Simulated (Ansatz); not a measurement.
`C=NBC` + HI → `C=NBI` + CH₄ at 400 K and 1 bar (ligand exchange at a B–C bond).

Calculated with Ansatz (gas phase, PBE0-D4/def2-TZVP geometries, no zero-point term in ΔE). CBS: MP2 limit from def2 TZ/QZ plus the TZ coupled-cluster correction, frozen cores. This one scheme is used for every species. Elements past krypton have def2 core potentials. For I outer-core shells are correlated without core-valence functions, which leaves a few kJ/mol of doubt a bond. Each species was taken in one conformer, which may not be the lowest.

```csv
species,CCSD(T)/CBS energy (Eh),H − E (kJ/mol),S (J/(mol·K))
`C=NBC`,-159.21633,236.9,328.3
HI,-298.03592,25.7,215.0
`C=NBI`,-416.81780,139.3,339.0
CH₄,-40.46206,131.3,197.2
```

H − E and S are ideal-gas, rigid-rotor, harmonic terms from PBE0-D4/def2-TZVP, for one conformer and one mirror image of each species. 1 Eh = 2625.50 kJ/mol, R = 8.31446 J/(mol·K).

**Question.** By hand: ΔE, ΔH, ΔS and ΔG.

**Answer.** ΔE = (-416.81780) + (-40.46206) − (-159.21633) − (-298.03592) = -0.02761 Eh = -72.5 kJ/mol. Δ(H − E) = 139.3 + 131.3 − 236.9 − 25.7 = 8.0, so ΔH = -64.5 kJ/mol. ΔS = 339.0 + 197.2 − 328.3 − 215.0 = -7.1 J/(mol·K). ΔG = -64.5 − 400 × (-7.1)/1000 = -61.7 kJ/mol.

**Question.** By hand: the equilibrium constant, and the temperature at which ΔG would vanish if ΔH and ΔS stayed fixed.

**Answer.** log₁₀ K = −ΔG/(RT ln 10) = 8.1. ΔG = 0 at ΔH/ΔS = 9085 K, far beyond where these terms or the molecules hold.

The number of gas molecules stays the same, so ΔS is small and ΔH decides. A doubt of 5 kJ/mol in ΔE shifts log₁₀ K by 0.7 here. Other conformers and mirror images would add mixing entropy, several J/(mol·K) or more a flexible species. These are equilibria of isolated gas molecules and say nothing of rates. Largest T1 diagnostic: 0.014 (customary marks: 0.02 for closed shells, 0.045 for open ones).
